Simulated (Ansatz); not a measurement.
`N[SiH2]CCl` + HCl → `ClC[SiH2]Cl` + NH₃ at 700 K and 1 bar (ligand exchange at the Si–N bond).

Gas-phase electronic energies from Ansatz, PBE0-D4/def2-TZVP geometries. CCSD(T)/CBS adds triple-zeta CCSD(T) − MP2 to the extrapolated MP2 energy (def2 sets, frozen cores). This one scheme is used for every species. Each species was taken in one conformer, which may not be the lowest.

| species | CCSD(T)/CBS energy (Eh) | H − E (kJ/mol) | S (J/(mol·K)) |
| --- | --- | --- | --- |
| `N[SiH2]CCl` | -845.25405 | 261.0 | 444.5 |
| HCl | -460.38127 | 38.4 | 211.8 |
| `ClC[SiH2]Cl` | -1249.14529 | 187.4 | 425.0 |
| NH₃ | -56.50880 | 116.9 | 226.5 |

H − E and S are ideal-gas, rigid-rotor, harmonic terms from PBE0-D4/def2-TZVP, for one conformer and one mirror image of each species. 1 Eh = 2625.50 kJ/mol, R = 8.31446 J/(mol·K).

**Question.** By hand: ΔE, ΔH, ΔS and ΔG.

**Answer.** ΔE = (-1249.14529) + (-56.50880) − (-845.25405) − (-460.38127) = -0.01877 Eh = -49.3 kJ/mol. Δ(H − E) = 187.4 + 116.9 − 261.0 − 38.4 = 4.9, so ΔH = -44.4 kJ/mol. ΔS = 425.0 + 226.5 − 444.5 − 211.8 = -4.8 J/(mol·K). ΔG = -44.4 − 700 × (-4.8)/1000 = -41.0 kJ/mol.

**Question.** By hand: the equilibrium constant, and the temperature at which ΔG would vanish if ΔH and ΔS stayed fixed.

**Answer.** log₁₀ K = −ΔG/(RT ln 10) = 3.1. ΔG = 0 at ΔH/ΔS = 9250 K, far beyond where these terms or the molecules hold.

The number of gas molecules stays the same, so ΔS is small and ΔH decides. A doubt of 5 kJ/mol in ΔE shifts log₁₀ K by 0.4 here. Other conformers and mirror images would add mixing entropy, several J/(mol·K) or more a flexible species. These are equilibria of isolated gas molecules and say nothing of rates. Largest T1 diagnostic: 0.010 (customary marks: 0.02 for closed shells, 0.045 for open ones).
